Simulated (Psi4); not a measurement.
Job for Psi4: SAPT0/aug-cc-pVDZ on C2H8OZn (a complex).

```
memory 8100 MB

molecule dimer {
0 1
C    -0.06174966    2.08216548   -0.20756973
Zn   -0.00395106    0.05995802    0.10670318
C     0.09058461   -1.98210733   -0.02291947
H     0.79905814    2.57491311    0.23806959
H    -0.94628816    2.52896537    0.23991191
H    -0.06990047    2.35586169   -1.25860766
H    -0.70567375   -2.45556856    0.54698007
H     1.03006607   -2.35965231    0.37530943
H     0.01090111   -2.35319772   -1.04096704
--
0 1
O    -0.06616559    0.15573195    2.44539038
H    -0.10148504    0.94696361    2.98752528
H    -0.05588707   -0.60887588    3.02516512
units angstrom
symmetry c1
no_reorient
no_com
}

set {
  basis aug-cc-pVDZ
  scf_type df
  freeze_core true
}

energy('sapt0')
```

Program output:

```
[...]
==> Input File <==

--------------------------------------------------------------------------
memory 8100 MB

molecule dimer {
0 1
C    -0.06174966    2.08216548   -0.20756973
Zn   -0.00395106    0.05995802    0.10670318
C     0.09058461   -1.98210733   -0.02291947
H     0.79905814    2.57491311    0.23806959
H    -0.94628816    2.52896537    0.23991191
H    -0.06990047    2.35586169   -1.25860766
H    -0.70567375   -2.45556856    0.54698007
H     1.03006607   -2.35965231    0.37530943
H     0.01090111   -2.35319772   -1.04096704
--
0 1
O    -0.06616559    0.15573195    2.44539038
H    -0.10148504    0.94696361    2.98752528
H    -0.05588707   -0.60887588    3.02516512
units angstrom
symmetry c1
no_reorient
no_com
}

set {
  basis aug-cc-pVDZ
  scf_type df
  freeze_core true
}

energy('sapt0')
--------------------------------------------------------------------------


   => Loading Basis Set <=

    Name: AUG-CC-PVDZ
    Role: ORBITAL
    Keyword: BASIS
    atoms 1, 3       entry C          line   182 file aug-cc-pvdz.gbs
    atoms 2          entry ZN         line  2691 file aug-cc-pvdz.gbs
    atoms 4-9, 11-12 entry H          line    40 file aug-cc-pvdz.gbs
    atoms 10         entry O          line   254 file aug-cc-pvdz.gbs

   => Loading Basis Set <=

    Name: AUG-CC-PVDZ
    Role: ORBITAL
    Keyword: BASIS
    atoms 1, 3       entry C          line   182 file aug-cc-pvdz.gbs
    atoms 2          entry ZN         line  2691 file aug-cc-pvdz.gbs
    atoms 4-9, 11-12 entry H          line    40 file aug-cc-pvdz.gbs
    atoms 10         entry O          line   254 file aug-cc-pvdz.gbs


  //>>>>>>>>>>>>>>>>>>>>>>>>>>>>>>>>>>>//
  //              Dimer HF             //
  //<<<<<<<<<<<<<<<<<<<<<<<<<<<<<<<<<<<//

   => Libint2 <=

    Primary   basis highest AM E, G, H:  7, 6, 3
    Auxiliary basis highest AM E, G, H:  7, 7, 4
    Onebody   basis highest AM E, G, H:  -, -, -
    Solid Harmonics ordering:            Gaussian


   => Loading Basis Set <=

    Name: AUG-CC-PVDZ
    Role: ORBITAL
    Keyword: BASIS
    atoms 1, 3       entry C          line   182 file aug-cc-pvdz.gbs
    atoms 2          entry ZN         line  2691 file aug-cc-pvdz.gbs
    atoms 4-9, 11-12 entry H          line    40 file aug-cc-pvdz.gbs
    atoms 10         entry O          line   254 file aug-cc-pvdz.gbs


         ---------------------------------------------------------
                                   SCF
               by Justin Turney, Rob Parrish, Andy Simmonett
                          and Daniel G. A. Smith
                              RHF Reference
                        4 Threads,   7724 MiB Core
         ---------------------------------------------------------

  ==> Geometry <==

    Molecular point group: c1
    Full point group: C1

    Geometry (in Angstrom), charge = 0, multiplicity = 1:

       Center              X                  Y                   Z               Mass
    ------------   -----------------  -----------------  -----------------  -----------------
         C           -0.061749660000     2.082165480000    -0.207569730000    12.000000000000
         ZN          -0.003951060000     0.059958020000     0.106703180000    63.929142010000
         C            0.090584610000    -1.982107330000    -0.022919470000    12.000000000000
         H            0.799058140000     2.574913110000     0.238069590000     1.007825032230
         H           -0.946288160000     2.528965370000     0.239911910000     1.007825032230
         H           -0.069900470000     2.355861690000    -1.258607660000     1.007825032230
         H           -0.705673750000    -2.455568560000     0.546980070000     1.007825032230
         H            1.030066070000    -2.359652310000     0.375309430000     1.007825032230
         H            0.010901110000    -2.353197720000    -1.040967040000     1.007825032230
         O           -0.066165590000     0.155731950000     2.445390380000    15.994914619570
         H           -0.101485040000     0.946963610000     2.987525280000     1.007825032230
         H           -0.055887070000    -0.608875880000     3.025165120000     1.007825032230

  Running in c1 symmetry.

  Rotational constants: A =      0.13885  B =      0.12003  C =      0.06593 [cm^-1]
  Rotational constants: A =   4162.63088  B =   3598.45691  C =   1976.51238 [MHz]
  Nuclear repulsion =  259.477650528127583

  Charge       = 0
  Multiplicity = 1
  Electrons    = 58
  Nalpha       = 29
  Nbeta        = 29

  ==> Algorithm <==

  SCF Algorithm Type is DF.
  DIIS enabled.
  MOM disabled.
  Fractional occupation disabled.
  Guess Type is SAD.
  Energy threshold   = 1.00e-08
  Density threshold  = 1.00e-08
  Integral threshold = 1.00e-12

  ==> Primary Basis <==

  Basis Set: AUG-CC-PVDZ
    Blend: AUG-CC-PVDZ
    Number of shells: 86
    Number of basis functions: 200
    Number of Cartesian functions: 216
    Spherical Harmonics?: true
    Max angular momentum: 3

   => Loading Basis Set <=

    Na
[...]
            9.1621914988011124
    One-Electron Energy =                -122.9299892242015062
    Two-Electron Energy =                  37.7261262306874698
    Total Energy =                        -76.0416714947129293

Computation Completed


Properties will be evaluated at   0.000000,   0.000000,   0.000000 [a0]

Properties computed using the SCF density matrix


 Multipole Moments:

 ------------------------------------------------------------------------------------
     Multipole            Electronic (a.u.)      Nuclear  (a.u.)        Total (a.u.)
 ------------------------------------------------------------------------------------

 L = 1.  Multiply by 2.5417464519 to convert [e a0] to [Debye]
 Dipole X            :          1.2807088           -1.2976689           -0.0169601
 Dipole Y            :         -2.9752907            2.9932191            0.0179284
 Dipole Z            :        -47.5723721           48.3312828            0.7589107
 Magnitude           :                                                    0.7593119

 ------------------------------------------------------------------------------------

  Constructing Basis Sets for SAPT...

   => Loading Basis Set <=

    Name: (AUG-CC-PVDZ AUX)
    Role: RIFIT
    Keyword: DF_BASIS_SAPT
    atoms 1, 3       entry C          line   112 file aug-cc-pvdz-ri.gbs
    atoms 2          entry ZN         line  2602 file def2-qzvpp-ri.gbs
    atoms 4-9, 11-12 entry H          line    30 file aug-cc-pvdz-ri.gbs
    atoms 10         entry O          line   204 file aug-cc-pvdz-ri.gbs

   => Loading Basis Set <=

    Name: (AUG-CC-PVDZ AUX)
    Role: JKFIT
    Keyword: DF_BASIS_ELST
    atoms 1, 3       entry C          line   154 file aug-cc-pvdz-jkfit.gbs
    atoms 2          entry ZN         line  2482 file def2-universal-jkfit.gbs
    atoms 4-9, 11-12 entry H          line    70 file aug-cc-pvdz-jkfit.gbs
    atoms 10         entry O          line   270 file aug-cc-pvdz-jkfit.gbs


  //>>>>>>>>>>>>>>>>>>>>>>>>>>>>>>>>>>>//
  //               SAPT0               //
  //<<<<<<<<<<<<<<<<<<<<<<<<<<<<<<<<<<<//



        SAPT0
    Ed Hohenstein
     6 June 2009

      Orbital Information
  --------------------------
    NSO        =       200
    NMO        =       200
    NRI        =       716
    NRI (Elst) =       778
    NOCC A     =        24
    NOCC B     =         5
    FOCC A     =        11
    FOCC B     =         1
    NVIR A     =       176
    NVIR B     =       195

    Elst10,r            =    -0.031215862673 [Eh]
    Exch10              =     0.031006110312 [Eh]
    Exch10 (S^2)        =     0.030505892462 [Eh]

    Maxiter = 50
    CPHF R converge = 1.000000E-08

    Iter     Energy [mEh]          dE [mEh]         Residual      Time [s]
       1      -8.58566985       8.585669853     1.406954e-02             0
       2      -9.78567222       1.200002367     9.911839e-03             0
       3     -10.05547283       0.269800606     1.930563e-03             0
       4     -10.06275619       0.007283362     4.841546e-04             0
       5     -10.04495699      -0.017799201     1.003390e-04             0
       6     -10.04580506       0.000848077     3.003621e-05             0
       7     -10.04659027       0.000785201     8.381181e-06             0
       8     -10.04655941      -0.000030860     2.063513e-06             1
       9     -10.04650982      -0.000049590     3.422699e-07             1
      10     -10.04651792       0.000008101     7.518113e-08             1
      11     -10.04651706      -0.000000854     2.581000e-08             1
      12     -10.04651691      -0.000000154     8.930506e-09             1

    CHF Iterations converged

    Maxiter = 50
    CPHF R converge = 1.000000E-08

    Iter     Energy [mEh]          dE [mEh]         Residual      Time [s]
       1     -27.23950898      27.239508980     2.521753e-02             0
       2     -33.04622605       5.806717070     5.081835e-03             0
       3     -32.97454174      -0.071684306     1.791329e-03             0
       4     -32.89713236      -0.077409387     3.851089e-04             0
       5     -32.89782125       0.000688893     7.339660e-05             0
       6     -32.90135854       0.003537289     1.347275e-05             0
       7     -32.90070973      -0.000648814     2.630796e-06             0
       8     -32.90080067       0.000090944     5.591583e-07             0
       9     -32.90078813      -0.000012538     7.001524e-08             0
      10     -32.90078915       0.000001015     9.776159e-09             0

    CHF Iterations converged

    Ind20,r (A<-B)      =    -0.010046516909 [Eh]
    Ind20,r (B<-A)      =    -0.032900789147 [Eh]
    Ind20,r             =    -0.042947306056 [Eh]
    Exch-Ind20,r (A<-B) =     0.008739891590 [Eh]
    Exch-Ind20,r (B<-A) =     0.027084641423 [Eh]
    Exch-Ind20,r        =     0.035824533013 [Eh]
    Disp20              =    -0.010689583609 [Eh]
    Disp20 (SS)         =    -0.005344791805 [Eh]
    Disp20 (OS)         =    -0.005344791805 [Eh]
    Exch-Disp20         =     0.002322245482 [Eh]
    Exch-Disp20 (SS)    =     0.001325445999 [Eh]
    Exch-Disp20 (OS)    =     0.000996799484 [Eh]

    SAPT Results
  --------------------------------------------------------------------------------------------------------
    Electrostatics                -31.21586267 [mEh]     -19.58824956 [kcal/mol]     -81.95723616 [kJ/mol]
      Elst10,r                    -31.21586267 [mEh]     -19.58824956 [kcal/mol]     -81.95723616 [kJ/mol]

    Exchange                       31.00611031 [mEh]      19.45662797 [kcal/mol]      81.40653141 [kJ/mol]
      Exch10                       31.00611031 [mEh]      19.45662797 [kcal/mol]      81.40653141 [kJ/mol]
      Exch10(S^2)                  30.50589246 [mEh]      19.14273653 [kcal/mol]      80.09320962 [kJ/mol]

    Induction                      -8.81921000 [mEh]      -5.53413783 [kcal/mol]     -23.15483266 [kJ/mol]
      Ind20,r                     -42.94730606 [mEh]     -26.94984142 [kcal/mol]    -112.75813651 [kJ/mol]
      Exch-Ind20,r                 35.82453301 [mEh]      22.48023386 [kcal/mol]      94.05729847 [kJ/mol]
      delta HF,r (2)               -1.69643696 [mEh]      -1.06453026 [kcal/mol]      -4.45399461 [kJ/mol]

    Dispersion                     -8.36733813 [mEh]      -5.25058394 [kcal/mol]     -21.96844323 [kJ/mol]
      Disp20                      -10.68958361 [mEh]      -6.70781499 [kcal/mol]     -28.06549790 [kJ/mol]
      Exch-Disp20                   2.32224548 [mEh]       1.45723104 [kcal/mol]       6.09705467 [kJ/mol]
      Disp20 (SS)                  -5.34479180 [mEh]      -3.35390749 [kcal/mol]     -14.03274895 [kJ/mol]
      Disp20 (OS)                  -5.34479180 [mEh]      -3.35390749 [kcal/mol]     -14.03274895 [kJ/mol]
      Exch-Disp20 (SS)              1.32544600 [mEh]       0.83172992 [kcal/mol]       3.47995799 [kJ/mol]
      Exch-Disp20 (OS)              0.99679948 [mEh]       0.62550112 [kcal/mol]       2.61709668 [kJ/mol]

  Total HF                         -9.02896236 [mEh]      -5.66575942 [kcal/mol]     -23.70553741 [kJ/mol]
  Total SAPT0                     -17.39630049 [mEh]     -10.91634336 [kcal/mol]     -45.67398063 [kJ/mol]

  Special recipe for scaled SAPT0 (see Manual):
    Electrostatics sSAPT0         -31.21586267 [mEh]     -19.58824956 [kcal/mol]     -81.95723616 [kJ/mol]
    Exchange sSAPT0                31.00611031 [mEh]      19.45662797 [kcal/mol]      81.40653141 [kJ/mol]
    Induction sSAPT0               -7.02786560 [mEh]      -4.41005224 [kcal/mol]     -18.45165859 [kJ/mol]
    Dispersion sSAPT0              -8.25121822 [mEh]      -5.17771760 [kcal/mol]     -21.66357045 [kJ/mol]
  Total sSAPT0                    -15.48883618 [mEh]      -9.71939144 [kcal/mol]     -40.66593379 [kJ/mol]
  --------------------------------------------------------------------------------------------------------



*** Psi4 exiting successfully. Buy a developer a beer!
```

The run finished.

Cost: very roughly 70 core-seconds.
